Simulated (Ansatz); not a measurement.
```xyz
12

C     0.853   -0.099    1.986
Si   -0.200    0.356    0.533
O     0.503    1.057   -0.790
C    -0.037   -0.323   -1.140
N    -1.040   -0.394   -2.113
H     0.319   -0.786    2.648
H     1.105    0.793    2.566
H     1.780   -0.572    1.660
H    -1.512    0.920    0.945
H     0.807   -0.968   -1.379
H    -0.712   -0.124   -3.032
H    -1.866    0.140   -1.884
```

The species carries charge 0 and has multiplicity 1.

Q: List the PBE/def2-TZVPP orbital energies in eV (the Gaussian-basis code of Ansatz). (An estimate is asked.)

A: The calculation gave: Occupied: -1779.69, -509.69, -380.30, -270.41, -268.87, -137.42, -94.19, -94.14, -94.11, -24.79, -21.89, -17.58, -15.24, -12.92, -11.80, -11.27, -10.42, -10.16, -10.13, -8.91, -8.28, -6.60, -6.37, -5.51. Lowest empty: -0.66, 0.17, 0.58, 1.13, 1.34, 1.56, 1.96, 2.30.
